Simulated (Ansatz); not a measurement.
Ideal-gas functions of `[F][Sn]([F])([F])[SiH3]` at 500 K and 1 bar, from an Ansatz frequency run at PBE0-D4/def2-TZVP.

Molar mass 206.82 g/mol, point group C3v (symmetry number 3), electronic degeneracy 1, moments of inertia 175.525, 329.692, 329.745 u Å². Harmonic wavenumbers (cm⁻¹, unscaled): 54, 82, 83, 172, 172, 194, 308, 500, 500, 636, 640, 640, 834, 928, 928, 2252, 2280, 2280.

Use S(trans) = R[1.5 ln M + 2.5 ln T − 1.1517]; rotational temperatures θ = 24.2544 K / I; S(rot) = R[ln(√π/σ · √(T³/θAθBθC)) + 1.5]; for each mode x = 1.438777 ν̃/T, S = R[x/(eˣ − 1) − ln(1 − e⁻ˣ)] and H = RT x/(eˣ − 1); 1 cm⁻¹ = 0.0119627 kJ/mol; R = 8.31446 J/(mol·K).

Question: By hand: the entropy, in J/(mol·K).

Answer: Translation 186.1. Rotation: θ = 0.1382, 0.0736, 0.0736 K, giving 115.5. Vibration, mode by mode: 23.80, 20.34, 20.24, 14.25, 14.25, 13.27, 9.59, 5.97, 5.97, 4.36, 4.32, 4.32, 2.78, 2.25, 2.25, 0.10, 0.09, 0.09, in all 148.2. Electronic 0.0. Sum 449.8 J/(mol·K).

Question: By hand: H − E and G − E in kJ/mol, counted from the electronic energy.

Answer: Zero-point energy ½ × 13483 × 0.0119627 = 80.6; thermal vibration 34.1; translation, rotation and pV give 4 RT = 16.6. H − E = 131.3 kJ/mol, and G − E = 131.3 − 500 × 449.8/1000 = -93.6 kJ/mol.

Vibration gives 33 % of the entropy, 64.4 J/(mol·K) of it from the modes under 150 cm⁻¹: soft modes count most, and the harmonic formula is weakest for them.
